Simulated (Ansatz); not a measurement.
Isolated molecules relaxed with PBE0-D4/def2-TZVP in Ansatz; ΔE leaves out vibrations. CCSD(T)/CBS is the MP2 limit (def2-TZVPP, def2-QZVPP) plus CCSD(T) − MP2 in def2-TZVPP, frozen cores. This one scheme is used for every species. DFT in def2-TZVPP. B3LYP here is the variant with VWN-RPA as its local correlation; programs differ in this. HSE06 is defined as in plane-wave codes. One conformer a species, not always the lowest.

Consider the substitution at a C–C bond: `O=C(F)c1ccccc1` + HCl → `Clc1ccccc1` + `O=CF`.

`O=C(F)c1ccccc1`:

Cartesian coordinates in Å:
```
O -3.029 0.265 -0.955
C -1.956 0.760 -1.012
F -1.773 1.890 -1.725
C -0.713 0.292 -0.379
C -0.771 -0.873 0.383
C 0.371 -1.350 0.997
C 1.572 -0.668 0.852
C 1.632 0.492 0.094
C 0.491 0.976 -0.524
H -1.720 -1.386 0.481
H 0.329 -2.256 1.590
H 2.468 -1.043 1.334
H 2.571 1.022 -0.017
H 0.528 1.879 -1.118
```

HCl:

```xyz
2

Cl   -0.103   -0.608    0.170
H     0.103    0.608   -0.170
```

`Clc1ccccc1`:

Cartesian coordinates in Å:
```
Cl 3.023 -0.228 -0.325
C 1.309 -0.098 -0.141
C 0.768 1.053 0.408
C -0.608 1.150 0.553
C -1.431 0.108 0.154
C -0.874 -1.038 -0.393
C 0.500 -1.149 -0.544
H 1.420 1.861 0.716
H -1.035 2.049 0.981
H -2.505 0.189 0.269
H -1.511 -1.857 -0.707
H 0.945 -2.039 -0.970
```

`O=CF`:

Z-matrix (Å, degrees):
```
C
O 1 1.174
F 1 1.336 2 122.9
H 1 1.097 2 127.8 3 -180.0
```

**Question.** Is it downhill or uphill in electronic energy at CCSD(T)/CBS, and by how much? (An estimate is asked.)

**Answer.** Computed: Uphill: ΔE = +60.5 kJ/mol.

**Question.** What do these levels give: r2SCAN0-D4, BLYP, B3LYP, r2SCAN0, HSE06, LC-ωPBE? (Estimate.)

**Answer.** The calculation gave: r2SCAN0-D4 65.6, BLYP 52.9, B3LYP 58.3, r2SCAN0 64.9, HSE06 59.8, LC-ωPBE 59.6 kJ/mol.

**Question.** What do rigid-rotor, harmonic-oscillator terms from PBE0-D4/def2-TZVP frequencies (298.15 K, 1 bar) make of the CCSD(T)/CBS value? (Best estimate.)

**Answer.** Computed: ΔZPE = +6.0 kJ/mol, ΔH = +64.3 kJ/mol, ΔS = 21 J/(mol·K), ΔG = +58.0 kJ/mol.

Largest T1 diagnostic among the species: 0.016.

In def2-TZVPP, CCSD(T) changes the Hartree–Fock value by −3.0 kJ/mol (the triples alone add −0.7 kJ/mol) and MP2 by −7.6 kJ/mol. Leaving LDA and LC-ωPBE aside and taking each functional with its dispersion term where it has one, the values, not all of them listed here, spread over 12.5 kJ/mol, from revPBE-D4 to B97M-V. LDA lies +11.2 kJ/mol from PBE without D4. From BLYP to BHLYP (50 % exact exchange), in def2-TZVPP and without D4, ΔE moves by +11.3 kJ/mol.
